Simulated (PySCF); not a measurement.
Computed shifts of a molecule C₃H₆OSi, B3LYP/pcSseg-1 (PySCF), GIAO, gas phase, atoms alike by connectivity averaged where their shifts nearly agree, in ppm (number of nuclei): ¹³C: 175.7 (1), 89.2 (1), 59.0 (1). ²⁹Si: -36.3 (1). ¹H: 7.18 (1), 4.96 (2), 4.86 (1), 4.16 (2). References: ¹³C against TMS (σ = 181.3 ppm); ²⁹Si against TMS (σ = 338.7 ppm); ¹⁷O against H2O (σ = 333.8 ppm); ¹H against TMS (σ = 31.68 ppm), references at their B3LYP-D3(BJ)/def2-TZVP geometries, non-relativistic. Geometry: PBE0-D3(BJ)/def2-SVP. Other conformers were not sampled.

Task: Identify the compound among the candidates.
A. C=C1C[SiH2]O1
B. C=CC(=O)[SiH3]
C. C1=C[SiH2]CO1
D. CC#C[SiH2]O

Result: C, C1=C[SiH2]CO1
